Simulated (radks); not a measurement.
Charge is removed step by step from the 2p down level of neutral neon, starting from [He] 2s2 2p(up 3, down 3). All-electron calculation, non-relativistic Kohn-Sham, BLYP, spin-polarised, spherical densities, point nucleus. Program: a radial shooting solver on a logarithmic mesh with Libxc functionals.

removed (e)  E - E(0) (eV)  eigenvalue (eV)  E minus straight line (eV)
0                    0.000          -13.370                       0.000
0.25                 3.853          -17.497                      -1.646
0.5                  8.768          -21.856                      -2.232
0.75                14.799          -26.429                      -1.700
1                   21.999          -31.202                       0.000

Removing the whole electron costs 21.999 eV by Delta-SCF, against 13.370 eV from minus the eigenvalue at the starting occupation. Slater's transition state (half an electron removed) gives 21.856 eV. Integrating minus the eigenvalue over the occupation (Janak's theorem) gives 21.999 eV. The mean slope of the eigenvalue, de/dn, is 17.8 eV per electron. Ionisation energy of Ne in the NIST Atomic Spectra Database: 21.565 eV (measured).
